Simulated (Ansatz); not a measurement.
`[NH2][Ti]([NH2])([NH2])[F]` and `C[O][Ti]([NH2])([NH2])[NH2]` differ in one atom or group.

Ansatz, PBE0-D4/def2-TZVP geometries, multiplicity 1. Each molecule was computed in one conformer, which needn't be the lowest.

Scalar relativity is left out up to krypton.

```
                                                                                  property  `[NH2][Ti]([NH2])([NH2])[F]`
                                        size of the dipole moment (ωB97M-V/def2-TZVPP) / D                          2.08
                                                       LUMO energy (B3LYP/def2-TZVPP) / eV                         -1.31
ideal-gas entropy at 298 K and 1 bar (rigid rotor, harmonic PBE0-D4/def2-TZVP) / J/(mol·K)                           360
                                            size of the dipole moment (PBE/def2-TZVPP) / D                          2.06
                                                         HOMO energy (PBE/def2-TZVPP) / eV                         -5.85
                                                       HOMO energy (B3LYP/def2-TZVPP) / eV                         -7.00
```

**Question.** Give the same properties after the change, and the shifts. (Best estimate.)

**Answer.** Ansatz gave: 
| property | `C[O][Ti]([NH2])([NH2])[NH2]` | shift |
| --- | --- | --- |
| size of the dipole moment (ωB97M-V/def2-TZVPP) / D | 0.58 | -1.50 |
| LUMO energy (B3LYP/def2-TZVPP) / eV | -0.87 | 0.44 |
| ideal-gas entropy at 298 K and 1 bar (rigid rotor, harmonic PBE0-D4/def2-TZVP) / J/(mol·K) | 441 | 81 |
| size of the dipole moment (PBE/def2-TZVPP) / D | 0.59 | -1.47 |
| HOMO energy (PBE/def2-TZVPP) / eV | -5.39 | 0.46 |
| HOMO energy (B3LYP/def2-TZVPP) / eV | -6.53 | 0.47 |

With PBE0 the HOMO rises by 0.47 eV and the LUMO rises by 0.42 eV, so the gap narrows by about 0.05 eV. PBE moves the HOMO by 0.46 eV and ωB97M-V by 0.47 eV. The zero-point energy changes by 102.4 kJ/mol with +12 modes. Dipoles are sizes alone; their direction can turn. Modes under 60 cm⁻¹, often nearly free rotors, make the harmonic entropy too high.

B3LYP here is the variant with VWN-RPA as its local correlation; programs differ in this.
